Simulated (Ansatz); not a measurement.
```yaml
crystal:
  periodic: [false, false, false]
  atoms:
    - {symbol: C, position_ang: [0.328182, 1.010503, 2.593490]}
    - {symbol: N, position_ang: [0.233933, 1.436018, 1.221058]}
    - {symbol: C, position_ang: [0.729075, 2.779458, 1.025443]}
    - {symbol: Hf, position_ang: [-0.535428, 0.490761, -0.411940]}
    - {symbol: F, position_ang: [-1.783413, 1.633235, -1.372163]}
    - {symbol: N, position_ang: [-1.438452, -1.215979, 0.238936]}
    - {symbol: C, position_ang: [-1.048526, -2.594982, 0.097733]}
    - {symbol: C, position_ang: [-2.708586, -1.068586, 0.912215]}
    - {symbol: N, position_ang: [1.030763, -0.059571, -1.593521]}
    - {symbol: C, position_ang: [2.450309, 0.003777, -1.360416]}
    - {symbol: C, position_ang: [0.710428, -0.552120, -2.913810]}
    - {symbol: H, position_ang: [1.370578, 1.007536, 2.946106]}
    - {symbol: H, position_ang: [-0.065458, -0.001657, 2.708527]}
    - {symbol: H, position_ang: [-0.237430, 1.672832, 3.266370]}
    - {symbol: H, position_ang: [0.632722, 3.089059, -0.023253]}
    - {symbol: H, position_ang: [0.177588, 3.514985, 1.629103]}
    - {symbol: H, position_ang: [1.793636, 2.865327, 1.289396]}
    - {symbol: H, position_ang: [-0.093046, -2.671164, -0.425690]}
    - {symbol: H, position_ang: [-1.793015, -3.174082, -0.469535]}
    - {symbol: H, position_ang: [-0.935697, -3.086325, 1.075900]}
    - {symbol: H, position_ang: [-2.994184, -0.011870, 0.993711]}
    - {symbol: H, position_ang: [-3.521632, -1.580367, 0.376837]}
    - {symbol: H, position_ang: [-2.678693, -1.473316, 1.934792]}
    - {symbol: H, position_ang: [2.955229, 0.655959, -2.089183]}
    - {symbol: H, position_ang: [2.918431, -0.989071, -1.438380]}
    - {symbol: H, position_ang: [2.657346, 0.392347, -0.360988]}
    - {symbol: H, position_ang: [1.139364, 0.079347, -3.705538]}
    - {symbol: H, position_ang: [1.080958, -1.576283, -3.069278]}
    - {symbol: H, position_ang: [-0.374972, -0.575771, -3.075930]}
basis:
  gaussian: {orbitals: def2-SVPD}
hamiltonian: {xc: {name: HF}}
correlation: {active_space: {window: {electrons: 6, orbitals: 2}}}
output: {forces: true}
```

```sh
$ ansatz run in.yaml --threads 11 --pin off --events-out ev --progress --plain --max-ram 166912MiB --backend cuda --devices 0, --max-vram 75GiB
```

Output, abridged:

```
Functional definition: HF
3763 factors; integrals over basis functions are off by at most 1.1e-3 eV
mean field evaluation 1: about -14896.2865 eV, gradient 6.0e1 eV
mean field evaluation 2: about -14896.4679 eV, gradient 6.0e1 eV
mean field evaluation 4: about -14904.8793 eV, gradient 6.5e0 eV
mean field evaluation 8: about -14905.0266 eV, gradient 2.6e-1 eV
mean field -14905.02701861 eV, -547.7496399437 hartree, gradient 1.2e-6 eV, S^2 0.000000; 0 other end points of the search recorded, 0 dependent functions left out
reference -14905.02701861 eV, -547.7496399437 hartree; 48, 48 occupied and 334, 334 virtual orbitals, 3763 factors
Error: 6 electrons in 2 orbitals form no window around the highest filled level of the reference
```

(1) What is wrong with this run?

Results:

(1) The active space doesn't fit the electrons. The run stopped with an error.
